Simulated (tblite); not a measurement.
Isomers of C7H11FSi. Computed values, GFN2-xTB/tblite, gas phase, harmonic and unscaled. The method is semi-empirical: single wavenumbers can be off by several per cent or more. Modes of hydrogen on silicon can be 10 to 20 % off. One conformer each.

Electronic energies: GFN2-xTB at the same geometries; isomer energies are rough at this level and their order can be wrong.

```json
{"SMILES": "C=C[C@@H](F)[SiH]1CC=CC1", "electronic energy, lowest = 0 (kJ/mol)": "0.0"}
{"SMILES": "C=C[C@@H]1[SiH2]/C(=C\\C)[C@@H]1F", "electronic energy, lowest = 0 (kJ/mol)": "5.5"}
{"SMILES": "C#CC[C@@H](C)[Si@H]1C[C@@H]1F", "electronic energy, lowest = 0 (kJ/mol)": "158.0"}
{"SMILES": "C=C[C@@H]1C=C(C[SiH3])[C@@H]1F", "electronic energy, lowest = 0 (kJ/mol)": "7.7"}
{"SMILES": "C=C(F)C[SiH2]CC#CC", "electronic energy, lowest = 0 (kJ/mol)": "41.4"}
{"SMILES": "C#CC[C@@H](C)[Si@@H]1C[C@H]1F", "electronic energy, lowest = 0 (kJ/mol)": "157.6"}
```

Question: How do GFN2-xTB zero-point energies change the relative energies?

Answer: 
```csv
SMILES,ZPE (kJ/mol),of it from modes above 1550 cm⁻¹,electronic (kJ/mol),"with ZPE, lowest = 0 (kJ/mol)",lowest mode (cm⁻¹),rings
C=C[C@@H](F)[SiH]1CC=CC1,409.0,214.8,0.0,5.0,30,1
C=C[C@@H]1[SiH2]/C(=C\C)[C@@H]1F,403.2,210.6,5.5,4.7,30,1
C=C[C@@H]1C=C(C[SiH3])[C@@H]1F,396.3,206.4,7.7,0.0,35,1
C=C(F)C[SiH2]CC#CC,395.9,214.5,41.4,33.3,16i,0
C#CC[C@@H](C)[Si@@H]1C[C@H]1F,407.2,209.8,157.6,160.8,27,1
C#CC[C@@H](C)[Si@H]1C[C@@H]1F,406.8,209.7,158.0,160.8,27,1
```

The zero-point energies span 13.1 kJ/mol, from `C=C(F)C[SiH2]CC#CC` to `C=C[C@@H](F)[SiH]1CC=CC1`. Slightly imaginary modes are left out of the zero-point energy: `C=C(F)C[SiH2]CC#CC` 15.7i cm⁻¹. With it `C=C[C@@H]1C=C(C[SiH3])[C@@H]1F` becomes the lowest.

Question: What do entropy and thermal enthalpy add at 298.15 K and 1 bar (rigid rotor, harmonic oscillator, one conformer each)?

Answer: 
```tsv
SMILES	point group	symmetry number	S (J/(mol K))	H − H(0) (kJ/mol)	ZPE + H − H(0) − TS (kJ/mol)
C=C[C@@H](F)[SiH]1CC=CC1	C1	1	433.7	30.48	310.2
C=C[C@@H]1[SiH2]/C(=C\C)[C@@H]1F	C1	1	430.8	31.31	306.0
C=C[C@@H]1C=C(C[SiH3])[C@@H]1F	C1	1	436.4	31.19	297.4
C#CC[C@@H](C)[Si@@H]1C[C@H]1F	C1	1	445.7	32.71	307.1
C#CC[C@@H](C)[Si@H]1C[C@@H]1F	C1	1	448.5	32.96	306.1
```

Not tabulated: `C=C(F)C[SiH2]CC#CC` (lowest mode only 16i cm⁻¹).
